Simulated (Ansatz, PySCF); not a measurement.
Process, species as SMILES: Brc1[c-][se]cc1 → Brc1[c-]c[se]c1
Each molecule is optimised on its own at B3LYP-D3(BJ)/def2-TZVP (Ansatz, a program for electronic structure). Frequencies are from Ansatz or PySCF. Unstable Hartree-Fock reference: Brc1[c-][se]cc1, Brc1[c-]c[se]c1.

Quantity: isomerisation energy (0 K, with B3LYP-D3(BJ) harmonic zero-point energies), in kcal/mol. Valence correlation only, unless marked. Spin-orbit coupling is left out. Frozen are the shells of the preceding noble gas and the d and f shells that filled before the atom's block. No relativistic terms. Anions need diffuse functions: aug- sets have them; def2-D sets add few; the other sets have none. Basis-set limits of correlation are two-point, X^-3; Hartree-Fock from the larger set.

| level | program | isomerisation energy (kcal/mol) |
|---|---|---|
| r2SCAN-D3(BJ)/def2-TZVPD | Ansatz + dftd3 | … |
| PBE0-D3(BJ)/def2-TZVPD | Ansatz + dftd3 | 8.4 |
| BHLYP/def2-TZVPD | Ansatz | … |
| SCS-MP2/cc-pVDZ | Ansatz | 9.4 |
| SCS-MP2/cc-pVQZ | Ansatz | 8.6 |
| CCSD(T)/CBS(aug-cc-pVTZ,aug-cc-pVQZ) | Ansatz | 8.8 |

### Question
Some entries are withheld; supply them.

### Answer

- r2SCAN-D3(BJ)/def2-TZVPD, isomerisation energy (kcal/mol): 6.9
- BHLYP/def2-TZVPD, isomerisation energy (kcal/mol): 10.0
